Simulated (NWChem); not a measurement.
System: CH₅FSSi; SMILES CS[SiH2]F

Here is an NWChem input.

```
start job
memory heap 200 mb stack 900 mb global 1100 mb
geometry units angstroms noautosym nocenter noautoz
  Si     0.459996     1.038868    -0.161011
  F     -0.664136     1.999875     0.494861
  S      0.394527    -0.957760     0.566677
  C     -1.115077    -1.598507    -0.285558
  H      0.216081     1.043254    -1.625297
  H      1.798121     1.553850     0.210081
  H     -1.131363    -2.677768    -0.121767
  H     -2.019063    -1.158579     0.140006
  H     -1.071491    -1.401850    -1.359585
end
basis spherical
  * library def2-svp
end
dft
  xc m05-2x
  iterations 150
end
cosmo
  do_cosmo_smd true
  solvent thf
end
task dft energy
```

NWChem printed, in part:

```
             Northwest Computational Chemistry Package (NWChem) 7.3.0
             --------------------------------------------------------

                             Geometry "geometry" -> ""
                             -------------------------

 Output coordinates in angstroms (scale by  1.889725989 to convert to a.u.)

  No.       Tag          Charge          X              Y              Z
 ---- ---------------- ---------- -------------- -------------- --------------
    1 Si                  14.0000     0.45999600     1.03886800    -0.16101100
    2 F                    9.0000    -0.66413600     1.99987500     0.49486100
    3 S                   16.0000     0.39452700    -0.95776000     0.56667700
    4 C                    6.0000    -1.11507700    -1.59850700    -0.28555800
    5 H                    1.0000     0.21608100     1.04325400    -1.62529700
    6 H                    1.0000     1.79812100     1.55385000     0.21008100
    7 H                    1.0000    -1.13136300    -2.67776800    -0.12176700
    8 H                    1.0000    -2.01906300    -1.15857900     0.14000600
    9 H                    1.0000    -1.07149100    -1.40185000    -1.35958500

 Effective nuclear repulsion energy (a.u.)     223.2191036242

                                 NWChem DFT Module
                                 -----------------

 Summary of "ao basis" -> "ao basis" (spherical)
 ------------------------------------------------------------------------------
       Tag                 Description            Shells   Functions and Types
 ---------------- ------------------------------  ------  ---------------------
 Si                         def2-svp                 8       18   4s3p1d
 F                          def2-svp                 6       14   3s2p1d
 S                          def2-svp                 8       18   4s3p1d
 C                          def2-svp                 6       14   3s2p1d
 H                          def2-svp                 3        5   2s1p

 in cosmo_initialize ...
 calling solv_data for solv:thf

 solvent parameters
 solvname_short: thf
 solvname_long:  tetrahydrofuran
 dielec:        7.4257
 dielecinf:     1.9740
 nonaqueous SMD model solvent descriptors
 dielec:        7.4257
 sola:          0.0000
 solb:          0.4800
 solc:          0.0000
 solg:         39.4400
 solh:          0.0000
 soln:          1.4050

          ---------------
          -cosmo- solvent
          ---------------
 Cosmo: York-Karplus, doi: 10.1021/jp992097l
 dielectric constant -eps-     =   7.43
 screen = (eps-1)/(eps    )    =   0.86533
 surface charge correction     = lagrangian

   van der Waals surface
 --------------------------

 ---------- ATOMIC COORDINATES (A.U.) ------------ VDWR(ANG.) --
     1    0.86926640    1.96317586   -0.30426667     2.470
     2   -1.25503506    3.77921576    0.93515169     1.730
     3    0.74554793   -1.80990396    1.07086425     2.490
     4   -2.10718999   -3.02074022   -0.53962637     1.850
     5    0.40833388    1.97146420   -3.07136598     1.200
     6    3.39795598    2.93635073    0.39699553     1.200
     7   -2.13796606   -5.06024778   -0.23010626     1.200
     8   -3.81547582   -2.18939685    0.26457298     1.200
     9   -2.02482439   -2.64911238   -2.56924311     1.200
 number of segments per atom =        128
 number of   points per atom =        128
 atom (   nspa,  nppa )
 ----------------------
    1 (     76,     0 )       0
    2 (     66,     0 )       0
    3 (     76,     0 )       0
    4 (     42,     0 )       0
    5 (     30,     0 )       0
    6 (     33,     0 )       0
    7 (     48,     0 )       0
    8 (     53,     0 )       0
    9 (     47,     0 )       0
 number of -cosmo- surface points =      471
 molecular surface =    129.397 angstrom**2
 molecular volume  =    120.062 angstrom**3
 -lineq- algorithm             =   0
 -bem- low  level              =   3
 -bem- from -octahedral-
 gaussian surface charge width =   4.50000
 degree of switching           =   1.00000
 switching function tolerance  =   0.00010
 atomic radii =
 --------------
    1 14.000  2.470
    2  9.000  1.730
    3 16.000  2.490
    4  6.000  1.850
    5  1.000  1.200
    6  1.000  1.200
    7  1.000  1.200
    8  1.000  1.200
    9  1.000  1.200
 ...... end of -cosmo- initialization ......

 nat:                     9
 ixmem:                  4523
 calling mnsol_interface()
 G(SMD-CDS) energy (kcal/mol)  =    -0.328
 SMD-CDS SASA (angstrom**2)    =   145.007

            General Information
            -------------------
          SCF calculation type: DFT
          Wavefunction type:  closed shell.
          No. of atoms     :     9
          No. of electrons :    50
           Alpha electrons :    25
            Beta electrons :    25
          Charge           :     0
          Spin multiplicity:     1
          Use of symmetry is: off; symmetry adaption is: off
          Maximum number of iterations: 150
          AO basis - number of functions:    89
                     number of shells:    43
          Convergence on energy requested:  1.00D-06
          Convergence on density requested:  1.00D-05
          Convergence on gradient requested:  5.00D-04

              XC Information
              --------------
                       M05-2X Method XC Functional
                     Hartree-Fock (Exact) Exchange  0.560
                M05-2X metaGGA Exchange Functional  0.440
                      M05-2X Correlation Potential  1.000

             Grid Information
             ----------------
          Grid used for XC integration:  medium
          Radial quadrature: Mura-Knowles
          Angular quadrature: Lebedev.
          Tag              B.-S. Rad. Rad. Pts. Rad. Cut. Ang. Pts.
          ---              ---------- --------- --------- ---------
          Si                  1.10       88          11.0       590
          F                   0.50       49          12.0       434
          S                   1.00       88           9.0       590
          C                   0.70       49          11.0       434
          H                   0.35       45          12.0       434
          Grid pruning is: on
          Number of quadrature shells:   499
          Spatial weights used:  Erf1

      Superposition of Atomic Density Guess
      -------------------------------------

 Sum of atomic energies:        -825.49957972

      Non-variational initial energy
      ------------------------------

 Total energy =    -826.823625
 1-e energy   =   -1586.197138
 2-e energy   =     536.154409
 HOMO         =      -0.298324
 LUMO         =       0.054924

   convergence    iter        energy       DeltaE   RMS-Dens  Diis-err
 ---------------- ----- ----------------- --------- --------- ---------
     COSMO gas phase
 d= 0,ls=0.0,diis     1   -828.2977520119 -1.05D+03  1.05D-02  5.29D-01
 d= 0,ls=0.0,diis     2   -828.3189967366 -2.12D-02  4.52D-03  4.85D-01
 d= 0,ls=0.0,diis     3   -828.3605934794 -4.16D-02  8.07D-04  1.07D-02
 d= 0,ls=0.0,diis     4   -828.3614028540 -8.09D-04  2.81D-04  7.95D-04
 d= 0,ls=0.0,diis     5   -828.3615074937 -1.05D-04  7.43D-05  4.20D-05
  Resetting Diis
 d= 0,ls=0.0,diis     6   -828.3615129430 -5.45D-06  2.55D-05  4.68D-06
 d= 0,ls=0.0,diis     7   -828.3615136338 -6.91D-07  7.94D-06  2.84D-07

   convergence    iter        energy       DeltaE   RMS-Dens  Diis-err
 ---------------- ----- ----------------- --------- --------- ---------
     COSMO solvation phase
 d= 0,ls=0.0,diis     1   -828.3665020198 -4.99D-03  9.41D-04  1.42D-03
 d= 0,ls=0.0,diis     2   -828.3669310588 -4.29D-04  2.35D-04  3.45D-04
 d= 0,ls=0.0,diis     3   -828.3669657642 -3.47D-05  9.45D-05  9.31D-05
 d= 0,ls=0.0,diis     4   -828.3669763281 -1.06D-05  2.89D-05  4.92D-06
 d= 0,ls=0.0,diis     5   -828.3669769071 -5.79D-07  8.81D-06  4.50D-07

         Total DFT energy =     -828.366976907148
      One electron energy =    -1589.036596933475
           Coulomb energy =      601.833375401079
    Exchange-Corr. energy =      -64.378115494960
 Nuclear repulsion energy =      223.219103624201

             COSMO energy =       -0.004743503994

 Numeric. integr. density =       49.999990951938

                                COSMO-SMD solvation results
                                ---------------------------

             internal energy in gas <Psi(g)|H|Psi(g)> =      -828.361513633796
         internal energy in solvent <Psi(s)|H|Psi(s)> =      -828.360961441933
                               delta internal energy  =         0.000552191862 (    0.35 kcal/mol)
   total free energy in solvent <Psi(s)|H+V/2|Psi(s)> =      -828.366453925325
 polarization energy contribution <Psi(s)|V/2|Psi(s)> =        -0.005492483392 (   -3.45 kcal/mol)
    total free energy in solvent including G(SMD-CDS) =      -828.366976907148
                       G(SMD-CDS) energy contribution =        -0.000522981823 (   -0.33 kcal/mol)
     1 M fixed-concentration free energy of solvation =        -0.005463273352 (   -3.43 kcal/mol)

                       DFT Final Molecular Orbital Analysis
                       ------------------------------------

 Vector   23  Occ=2.000000D+00  E=-4.000036D-01
              MO Center=  6.4D-01,  6.7D-01, -1.2D-01, r^2= 3.9D+00
   Bfn.  Coefficient  Atom+Function         Bfn.  Coefficient  Atom+Function
  ----- ------------  ---------------      ----- ------------  ---------------
    70      0.332488  6 H  s                 71      0.220656  6 H  s
    65     -0.207165  5 H  s                  8      0.182753  1 Si px
    54      0.155380  4 C  px                55      0.142934  4 C  py
    66     -0.137721  5 H  s                 22      0.136515  2 F  px
     9      0.133963  1 Si py                40     -0.130451  3 S  px

 Vector   24  Occ=2.000000D+00  E=-3.640131D-01
              MO Center=  2.6D-01, -6.6D-01,  2.7D-01, r^2= 3.0D+00
   Bfn.  Coefficient  Atom+Function         Bfn.  Coefficient  Atom+Function
  ----- ------------  ---------------      ----- ------------  ---------------
    44      0.350958  3 S  py                41      0.272604  3 S  py
    45     -0.240636  3 S  pz                43     -0.212404  3 S  px
    42     -0.185411  3 S  pz                36     -0.180315  3 S  s
     9     -0.172505  1 Si py                40     -0.163434  3 S  px
    35     -0.160438  3 S  s                 65     -0.157740  5 H  s

 Vector   25  Occ=2.000000D+00  E=-3.101804D-01
              MO Center=  2.5D-01, -8.3D-01,  4.3D-01, r^2= 2.1D+00
   Bfn.  Coefficient  Atom+Function         Bfn.  Coefficient  Atom+Function
  ----- ------------  ---------------      ----- ------------  ---------------
    45      0.504151  3 S  pz                42      0.343410  3 S  pz
    43     -0.337853  3 S  px                40     -0.229627  3 S  px
    39      0.195218  3 S  pz                44      0.161800  3 S  py
    80     -0.131344  8 H  s                 37     -0.130688  3 S  px
    85      0.110624  9 H  s                 41      0.103008  3 S  py

 Vector   26  Occ=0.000000D+00  E= 6.342034D-02
              MO Center= -3.0D-02,  4.8D-02, -1.0D-01, r^2= 4.8D+00
   Bfn.  Coefficient  Atom+Function         Bfn.  Coefficient  Atom+Function
  ----- ------------  ---------------      ----- ------------  ---------------
    53      1.031408  4 C  s                 11      0.863191  1 Si px
    76     -0.506906  7 H  s                 71     -0.459817  6 H  s
    36     -0.422318  3 S  s                 81     -0.409559  8 H  s
    21      0.392155  2 F  s                 44      0.316733  3 S  py
    45      0.274660  3 S  pz                12     -0.250480  1 Si py

 Vector   27  Occ=0.000000D+00  E= 8.071097D-02
              MO Center=  2.1D-01,  5.6D-03,  4.8D-02, r^2= 4.8D+00
   Bfn.  Coefficient  Atom+Function         Bfn.  Coefficient  Atom+Function
  ----- ------------  ---------------      ----- ------------  ---------------
    53      1.058657  4 C  s                 13      0.818621  1 Si pz
    66      0.736238  5 H  s                 43      0.636042  3 S  px
    12      0.458825  1 Si py                57      0.422030  4 C  px
    36     -0.407291  3 S  s                 86     -0.374831  9 H  s
    76     -0.317538  7 H  s                 21     -0.307883  2 F  s

 Vector   28  Occ=0.000000D+00  E= 8.861067D-02
              MO Center=  3.0D-01,  6.1D-01, -2.2D-01, r^2= 4.5D+00
   Bfn.  Coefficient  Atom+Function         Bfn.  Coefficient  Atom+Function
  ----- ------------  ---------------      ----- ------------  ---------------
    12      1.084877  1 Si py                36      0.927792  3 S  s
    44      0.554502  3 S  py                13     -0.511259  1 Si pz
    86     -0.395132  9 H  s                  4     -0.353904  1 Si s
    45     -0.339254  3 S  pz                59     -0.289812  4 C  pz
    53      0.282651  4 C  s                 35      0.274756  3 S  s

     Multipole analysis of the density
     ---------------------------------

     L   x y z        total         alpha         beta         nuclear
     -   - - -        -----         -----         ----         -------
     0   0 0 0     -0.000000    -25.000000    -25.000000     50.000000

     1   1 0 0     -0.214561      1.898687      1.898687     -4.011936
     1   0 1 0     -0.441559     -4.932558     -4.932558      9.423557
     1   0 0 1     -0.707367     -6.775461     -6.775461     12.843555

     2   2 0 0    -28.257366    -61.744297    -61.744297     95.231229
     2   1 1 0      3.903529    -14.610449    -14.610449     33.124426
     2   1 0 1      0.422265     -4.844152     -4.844152     10.110569
     2   0 2 0    -29.358594   -184.472564   -184.472564    339.586534
     2   0 1 1     -0.112254     -2.414367     -2.414367      4.716481
     2   0 0 2    -29.626269    -37.601489    -37.601489     45.576709
```

Level: M05-2X/def2-SVP, SMD on the gas-phase geometry. All runs use the structure optimised with B3LYP/6-31G* (spherical d). Solvent: tetrahydrofuran.
